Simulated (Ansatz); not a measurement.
`O=C([SiH3])BO` and `O=[C]([SiH3])[SnH3]` differ in one atom or group.

Ansatz, PBE0-D4/def2-TZVP geometries, multiplicity 1. Each molecule was computed in one conformer, which needn't be the lowest.

Elements past krypton have def2 core potentials.

```csv
property,`O=C([SiH3])BO`
size of the dipole moment (PBE/def2-TZVPP) / D,0.95
HOMO–LUMO gap (PBE/def2-TZVPP) / eV,1.83
LUMO energy (B3LYP/def2-TZVPP) / eV,-2.90
HOMO energy (B3LYP/def2-TZVPP) / eV,-6.77
LUMO energy (ωB97M-V/def2-TZVPP) / eV,-0.42
HOMO–LUMO gap (B3LYP/def2-TZVPP) / eV,3.87
```

Problem. What does the change do to each property? (Best estimate.)

Solution. Ansatz gave: 
```tsv
property	`O=[C]([SiH3])[SnH3]`	shift
size of the dipole moment (PBE/def2-TZVPP) / D	1.53	0.58
HOMO–LUMO gap (PBE/def2-TZVPP) / eV	2.15	0.32
LUMO energy (B3LYP/def2-TZVPP) / eV	-2.13	0.77
HOMO energy (B3LYP/def2-TZVPP) / eV	-6.13	0.64
LUMO energy (ωB97M-V/def2-TZVPP) / eV	0.36	0.78
HOMO–LUMO gap (B3LYP/def2-TZVPP) / eV	4.00	0.13
```

With PBE0 the HOMO rises by 0.66 eV and the LUMO rises by 0.77 eV, so the gap widens by about 0.11 eV. PBE moves the HOMO by 0.39 eV and ωB97M-V by 0.87 eV. Dipoles are sizes alone; their direction can turn.

B3LYP here is the variant with VWN-RPA as its local correlation; programs differ in this.
